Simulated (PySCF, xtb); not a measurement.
Si(H)(NHSiH3)(Cl)2 (Cl₂H₅NSi₂), SMILES [SiH3]N[SiH](Cl)Cl. Other conformers were not sampled.

Harmonic wavenumbers (cm⁻¹) from xtb with GFN2-xTB at its own minimum, in rising order: 32, 63, 95, 135, 202, 251, 310, 462, 533, 573, 582, 645, 663, 729, 752, 786, 807, 989, 1202, 2254, 2272, 2278, 2296, 3479.

**Question.** What does PBE-D3(BJ)/def2-SVP run with PySCF give at its own minimum? (An estimate is asked for; the answer gives what the named calculation found.)

**Answer.** 28, 108, 111, 148, 218, 302, 339, 490, 568, 614, 680, 695, 797, 827, 902, 906, 923, 965, 1143, 2172, 2176, 2180, 2220, 3508. Paired by order, the mean absolute difference is 63 cm⁻¹ and the zero-point energies are 32.0 and 32.9 kcal/mol.
